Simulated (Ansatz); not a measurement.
**Pulling the pair apart**

The pair of SiH$_{3}$F (SMILES [SiH3]F, atoms 1–5) and TiCl$_{4}$ (SMILES Cl[Ti](Cl)(Cl)Cl, atoms 6–10), both closed shells, in one local arrangement (a lower one may exist), relaxed at PBE0-D4/def2-TZVP:

Si1  (-0.168, 0.048, -2.193)
F2  (-0.974, 0.500, -0.880)
H3  (1.280, 0.194, -1.920)
H4  (-0.586, 0.935, -3.304)
H5  (-0.514, -1.362, -2.486)
Cl6  (0.943, -0.429, 4.107)
Ti7  (0.173, -0.053, 2.122)
Cl8  (1.207, 1.678, 1.336)
Cl9  (0.589, -1.812, 0.920)
Cl10  (-1.950, 0.302, 2.297)
(Å)

TiCl$_{4}$ is shifted rigidly along the line between the mean atom positions of the two fragments (negative: closer). Counterpoise interaction energies in kJ/mol. Computed with Ansatz 0.2.0 (basis: def2-TZVPPD); correlated methods freeze the cores. B3LYP uses VWN-RPA correlation.

| shift (Å) | PBE0-D4 | B3LYP-D4 | PBE-D4 |
| --- | --- | --- | --- |
| -0.33 | -9.2 | -10.4 | -8.6 |
| 0.00 | -13.1 | -14.7 | -12.9 |
| 0.16 | -12.9 | -14.3 | -12.9 |
| 0.82 | -8.4 | -8.6 | -8.5 |
| 3.26 | -0.7 | -0.7 | -0.7 |

Question: What does CCSD(T) give at these shifts? (An estimate is asked for; the value comes from the calculation.)

Answer: The calculation gives: -4.2, -9.5, -9.7, -6.4, -0.6 kJ/mol. For zero shift, CCSD(T) at an estimated basis limit (MP2 extrapolated from triple and quadruple zeta, plus CCSD(T) − MP2 in triple zeta) gives -11.9 kJ/mol. These are counterpoise interaction energies, counted from the two frozen fragments.

No T1 diagnostic of these runs exceeds 0.023.

For scale, one of the runs: CCSD(T)/def2-TZVPPD, 410 basis functions (an equivalent command: `ansatz run in.yaml --threads 2 --backend cuda`). The run took 46 s on 2 CPU threads and a share of one NVIDIA H100 (shared host), with 1.7 GiB of host memory at its peak.
